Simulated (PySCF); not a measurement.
## Structure from 2D NMR

Compound of formula C6H9NOSi. Correlations simulated from computed shifts and the bond graph:

HSQC (one-bond C–H):
```
  δH     δC
7.09  170.3
6.42  144.3
6.21  120.7
6.00  127.3
5.56  127.3
5.00   70.2
```

COSY cross peaks (H two or three bonds apart, from the bond graph; peaks can be absent where the dihedral angle is near 90°):
```
  δH    δH
7.09  6.21
7.09  5.25
6.42  6.00
6.42  5.56
6.42  5.00
6.00  5.56
```

HMBC (two and three bonds, from the bond graph):
```
  δH                  δC
7.09        127.1, 120.7
6.42         127.3, 70.2
6.21        170.3, 127.1
6.00         144.3, 70.2
5.56         144.3, 70.2
5.25  170.3, 120.7, 70.2
5.00        144.3, 127.3
```

Carbons without hydrogens: δ 127.1.

Method: geometry from GFN2-xTB, shielding tensors at PBE0/pcSseg-1 (GIAO), in PySCF (rapidly exchanging positions averaged, single conformer, gas phase, non-relativistic Hamiltonian).

Shifts are taken against calculated references (same method and geometry level): $^{1}$H and $^{13}$C vs TMS.

Exchangeable hydrogens are left out of these lists.

Which molecule is this?

Answers

`InChI=1S/C6H9NOSi/c1-2-5-8-9-6-3-4-7/h2-3,6H,1,5,9H2/b6-3-`.

Atom-mapped SMILES (the numbers label the heavy atoms): `[CH2:1]=[CH:2][CH2:3][O:4][SiH2:5]/[CH:6]=[CH:7]\[C:8]#[N:9]`; H(Xn) means a hydrogen on atom n. Ha(C1) is cis to C3; Hb(C1) is trans to C3.

- δC 170.3 is C6, an alkene CH (δH 7.09).
- δC 144.3 is C2, an alkene CH (δH 6.42).
- δC 127.3 is C1, a terminal =CH2 carbon (δH 6.00, 5.56).
- δC 127.1 is C8, a nitrile carbon.
- δC 120.7 is C7, an alkene CH (δH 6.21).
- δC 70.2 is C3, an allylic sp3 CH2 bonded to O (δH 5.00).
- HMBC from δH 7.09 reaches the proton-free carbon C8.
- HMBC from δH 6.21 reaches the proton-free carbon C8.
- COSY links 7.09–6.21, 7.09–5.25, 6.42–6.00, 6.42–5.56, 6.42–5.00, 6.00–5.56.

This is the structure that produced the data.

Shifts are as computed. Against solution values, carbons near 30 ppm lie about +3 ppm off and those near 130 ppm about +5 ppm. Of 1211 compounds with measured shifts, 218 miss one by over three times the rms of a fit or turn the order of signals round; such compounds aren't used in these exercises.
